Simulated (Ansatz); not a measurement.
Ansatz (a first-principles code) input:
A basis named .json is the Basis Set Exchange file of that set.

Ansatz 0.2 input:
```yaml
crystal:
  periodic: [false, false, false]
  atoms:
    - {symbol: C, position_ang: [2.51827840, -0.36631534, 0.03716063]}
    - {symbol: C, position_ang: [1.02633590, -0.23648439, 0.05297084]}
    - {symbol: C, position_ang: [0.20064417, -1.18960319, 0.49604143]}
    - {symbol: C, position_ang: [-1.29464802, -0.97630224, 0.47729255]}
    - {symbol: Si, position_ang: [-1.44457360, 0.76381707, -0.25918704]}
    - {symbol: C, position_ang: [0.41549784, 1.05307316, -0.46386401]}
    - {symbol: H, position_ang: [2.90684472, -0.25763547, -0.98008712]}
    - {symbol: H, position_ang: [2.98325406, 0.42419664, 0.63424403]}
    - {symbol: H, position_ang: [2.84534157, -1.33003701, 0.42877931]}
    - {symbol: H, position_ang: [0.59722551, -2.12726866, 0.87450251]}
    - {symbol: H, position_ang: [-1.80079840, -1.73627655, -0.12506505]}
    - {symbol: H, position_ang: [-1.72255460, -1.04919092, 1.48142246]}
    - {symbol: H, position_ang: [-2.08888475, 1.73621783, 0.65804225]}
    - {symbol: H, position_ang: [-2.18373783, 0.79393116, -1.54559717]}
    - {symbol: H, position_ang: [0.78084472, 1.91236587, 0.10707482]}
    - {symbol: H, position_ang: [0.70984571, 1.23404994, -1.50230606]}
basis:
  gaussian:
    orbitals: aug-cc-pV_T+d_Z.json
hamiltonian:
  xc: hf
magnetization: {spin_polarized: true, initial_magnetization: 2}
```

Question: Which total energy does the run end on?

Answer: -484.04111 Eh (HF/aug-cc-pV(T+d)Z). The basis has 515 functions.

This state (charge 0, triplet) is run at the relaxed geometry of the species with charge 0 and multiplicity 1, and is a spin state other than that species' own.
